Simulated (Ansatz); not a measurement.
Reactions of CH5ClO2Ti, SMILES `[CH3][Ti]([OH])([OH])[Cl]`.

Computed with Ansatz on PBE0-D4/def2-TZVP structures; ΔE is electronic, products minus reactants. CBS: MP2 limit from def2 TZ/QZ plus the TZ coupled-cluster correction, frozen cores. This one scheme is used for every species. Elements past krypton have def2 core potentials. For Sn, Ti outer-core shells are correlated without core-valence functions, which leaves a few kJ/mol of doubt a bond. Scalar relativity is left out up to krypton. One conformer a species, not always the lowest.

(1) Order these by ΔE at CCSD(T)/CBS, lowest first. (An estimate is asked.)
A. `[CH3][Ti]([OH])([OH])[Cl]` + `CC1(O)C[SiH2]1` → `[CH3][Ti]([OH])([OH])[OH]` + `CC1(Cl)C[SiH2]1`
B. `[CH3][Ti]([OH])([OH])[Cl]` + `[Cl][Sn][Cl]` → `[CH3][Ti]([OH])([Cl])[Cl]` + `[OH][Sn][Cl]`
C. `[CH3][Ti]([OH])([OH])[Cl]` + H–F → `[CH3][Ti]([OH])([OH])[F]` + HCl

Largest T1 diagnostic: 0.023, for `[CH3][Ti]([OH])([OH])[OH]`.

## Answers

(1) C (-8.3 kJ/mol), A (+10.5 kJ/mol), B (+37.9 kJ/mol).
